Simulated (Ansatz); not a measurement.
Ideal-gas functions of C2H4SSi, SMILES `[SiH3]C1=CS1` at 600 K and 1 bar, from an Ansatz frequency run at PBE0-D4/def2-TZVP.

Molar mass 88.21 g/mol, point group Cs (symmetry number 1), electronic degeneracy 1, moments of inertia 37.192, 208.175, 239.439 u Å². Harmonic wavenumbers (cm⁻¹, unscaled): 127, 141, 197, 386, 645, 664, 667, 727, 765, 911, 929, 942, 983, 1820, 2238, 2246, 2248, 3297.

Use S(trans) = R[1.5 ln M + 2.5 ln T − 1.1517]; rotational temperatures θ = 24.2544 K / I; S(rot) = R[ln(√π/σ · √(T³/θAθBθC)) + 1.5]; for each mode x = 1.438777 ν̃/T, S = R[x/(eˣ − 1) − ln(1 − e⁻ˣ)] and H = RT x/(eˣ − 1); 1 cm⁻¹ = 0.0119627 kJ/mol; R = 8.31446 J/(mol·K).

Question: By hand: the entropy, in J/(mol·K).

Answer: Translation 179.3. Rotation: θ = 0.6521, 0.1165, 0.1013 K, giving 117.2. Vibration, mode by mode: 18.23, 17.37, 14.63, 9.25, 5.47, 5.27, 5.24, 4.67, 4.35, 3.30, 3.19, 3.11, 2.88, 0.57, 0.25, 0.24, 0.24, 0.03, in all 98.3. Electronic 0.0. Sum 394.8 J/(mol·K).

Question: By hand: H − E and G − E in kJ/mol, counted from the electronic energy.

Answer: Zero-point energy ½ × 19933 × 0.0119627 = 119.2; thermal vibration 31.1; translation, rotation and pV give 4 RT = 20.0. H − E = 170.3 kJ/mol, and G − E = 170.3 − 600 × 394.8/1000 = -66.6 kJ/mol.

Vibration gives 25 % of the entropy, 35.6 J/(mol·K) of it from the modes under 150 cm⁻¹: soft modes count most, and the harmonic formula is weakest for them.
